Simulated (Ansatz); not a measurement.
`C=C[SiH2]N[SiH](Cl)Cl` + `C[SiH](F)[GeH3]` → `C=C[SiH2][GeH3]` + `C[SiH](F)N[SiH](Cl)Cl`  (redistribution)

Calculated with Ansatz (gas phase, PBE0-D4/def2-TZVP geometries, no zero-point term in ΔE). CCSD(T)/CBS adds triple-zeta CCSD(T) − MP2 to the extrapolated MP2 energy (def2 sets, frozen cores). Functionals use def2-TZVPP. B3LYP here is the variant with VWN-RPA as its local correlation; programs differ in this. For Ge outer-core shells are correlated without core-valence functions, which leaves a few kJ/mol of doubt a bond. Scalar relativity is left out up to krypton. One conformer a species, not always the lowest.

(1) Is it downhill or uphill in electronic energy at CCSD(T)/CBS, and by how much? (Estimate.)

(2) What do these levels give: PBE0-D4, B3LYP-D4, ωB97X-V, B2PLYP, PBE, r2SCAN, PBE0, SCS-MP2/def2-TZVPP, CCSD(T)/def2-TZVPP, HF/def2-QZVPP, HF/CBS(def2), MP2/CBS(def2)? (Estimate.)

Largest T1 diagnostic among the species: 0.012.

Answers

(1) Computed: Downhill: ΔE = -0.28 eV.

(2) The calculation gave: PBE0-D4 -0.28, B3LYP-D4 -0.26, ωB97X-V -0.27, B2PLYP -0.30, PBE -0.30, r2SCAN -0.30, PBE0 -0.31, SCS-MP2/def2-TZVPP -0.28, CCSD(T)/def2-TZVPP -0.29, HF/def2-QZVPP -0.31, HF/CBS(def2) -0.31, MP2/CBS(def2) -0.27 eV.

The D4 term adds +0.05 eV with B3LYP and +0.03 eV with PBE0; it sums over pairs of atoms, weighted by their polarisabilities, and B3LYP, whose exchange is more repulsive, gets the larger term.
